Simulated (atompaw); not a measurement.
**copper (Cu): one change to a PAW (atompaw) potential, before and after**

Cu, PAW, made with atompaw 4.2.0.5 (PBE, scalar-relativistic). Core [Ne], reference 3s2 3p6 3d10 4s1 4p0. Waves: 3s (bound): rc 1.15 bohr; 4s (bound): rc 1.30 bohr; 3p (bound): rc 1.00 bohr; 4p (bound, empty): rc 1.30 bohr; 3d (bound): rc 1.30 bohr; 3d channel at 0.85 Ry: rc 1.00 bohr. Local part: bessel scheme, radius 1.15 bohr. Core correction: smooth core density matched at 0.70 bohr. Augmentation charge: gaussian compensation charge, radius 1.00 bohr; PAW radius 1.30 bohr; waves and projectors: custom polynom gramschmidtortho.

Change: wave 3d (bound): rc 1.30 bohr becomes 3d (bound): rc 1.24 bohr.

Cutoffs: the cutoffs (Ry, on a coarse ladder) from which the occupation-weighted sum of valence levels, in a spherical-Bessel basis at the reference potential, stays within 10 and 1 mRy of its value at 400 Ry; they do not see the model core or the augmentation charge, which bear on the density cutoff.

**Question.** What does the change do?

**Answer.** The potential gets harder (110 Ry and 160 Ry → 120 Ry and 180 Ry); neither file shows a bound ghost.

```tsv
quantity	base	changed
cutoff, loose	110 Ry	120 Ry
cutoff, tight	160 Ry	180 Ry
loose cutoff by channel (10 mRy a level)	s 35 Ry, p 70 Ry, d 50 Ry	s 35 Ry, p 70 Ry, d 55 Ry
bound ghosts	none	none
s: phases at 1.31 bohr within 0.05 rad from the reference energy up to (Ry; the scan ends near 5)	to the end of the scan	to the end of the scan
p: phases at 1.31 bohr within 0.05 rad from the reference energy up to (Ry; the scan ends near 5)	to the end of the scan	to the end of the scan
d: phases at 1.31 bohr within 0.05 rad from the reference energy up to (Ry; the scan ends near 5)	to the end of the scan	to the end of the scan
lowest overlap eigenvalue by channel	s 0.78, p 0.58, d 0.22	s 0.78, p 0.58, d 0.27
```

 The cutoffs see the waves, projectors and local potential, not the compensation charge or the core.
